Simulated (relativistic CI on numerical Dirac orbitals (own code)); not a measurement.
## Main line and satellite in the 2p photoemission of Cu²⁺: a two-state model

Problem. An octahedral Cu²⁺ site (d9) has Δ = -1.8, V(eg) = 2.05, 10Dq = 1.45, 10Dq(ligand) = 0.5 and a core-hole attraction U_cd = 8.6 eV; the hopping is scaled by 0.9 in the final state. Δ is defined between configuration averages. Find the d count, the distance of the satellite and its intensity.

Working.
1. The hole has eg symmetry. Its energy is −0.6 × 10Dq in d9 and Δ − 0.6 × 10Dq(ligand) in d10L, so the gap is Δ' = -1.23 eV.
2. Ground state cos θ |d9⟩ − sin θ |d10L⟩ with tan 2θ = 2V/Δ', θ = 53.3°: weights 0.356 and 0.644, n_d = 9.644.
3. The core hole pulls d10L down by U_cd: the gap becomes Δ' − U_cd = -9.83 eV, the hopping is V' = 1.84 eV, and tan 2θ' = 2V'/(Δ' − U_cd) gives θ' = 79.7°.
4. The two final states lie W = √[(Δ' − U_cd)² + 4V'²] = 10.50 eV apart. The lower, mostly d10L, is the main line.
5. In the sudden approximation the intensities are cos²(θ' − θ) and sin²(θ' − θ), so satellite/main = tan²(26.4°) = 0.25.

Check. The full cluster calculation (with spin-orbit coupling and 2p-3d multiplets, which spread the d9 satellite) gives n_d = 9.643; in its broadened 2p3/2 spectrum, cut halfway, the centroids lie 10.43 eV apart with an area ratio of 0.27.
